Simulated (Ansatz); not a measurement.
ClH$_{7}$N$_{2}$Si$_{2}$ (`N[SiH](Cl)N[SiH3]`), relaxed with RKS PBE-D4/def2-SVP in Ansatz from a rough embedded geometry. The force threshold is 0.03 eV/Å; the program also tests the step.

Total charge 0; spin multiplicity 1.

Start:

```xyz
12

N     0.647    1.319    1.552
Si    0.737    0.030    0.546
Cl    2.517    0.115   -0.386
N    -0.548    0.366   -0.493
Si   -1.103   -0.969   -1.253
H     0.689    2.202    0.914
H     1.483    1.400    2.093
H     0.563   -1.200    1.330
H    -1.253    0.758    0.159
H     0.017   -1.511   -2.104
H    -1.535   -1.945   -0.254
H    -2.215   -0.565   -2.104
```

Task: By how much does the energy fall, and how many steps does the optimiser take? (Estimate.)

Result: The calculation gave: 129.04 kJ/mol, in 10 steps.

Task: Which bonds change most? (Estimate.)

Result: The calculation gave: N4–Si5 from 1.634 to 1.760 Å; Si2–Cl3 from 2.010 to 2.101 Å; N1–Si2 from 1.638 to 1.728 Å; N1–H6 from 1.090 to 1.024 Å.

Task: Give the relaxed structure. (Estimate.)

Result: The calculation gave: 
```xyz
12

N     0.861    1.635    1.484
Si    0.820    0.053    0.791
Cl    2.338   -0.397   -0.591
N    -0.677   -0.070   -0.083
Si   -1.194   -1.045   -1.454
H     0.803    2.448    0.863
H     1.513    1.812    2.252
H     1.031   -0.902    1.927
H    -1.435    0.424    0.402
H     0.004   -1.386   -2.286
H    -1.880   -2.324   -1.042
H    -2.184   -0.247   -2.263
```
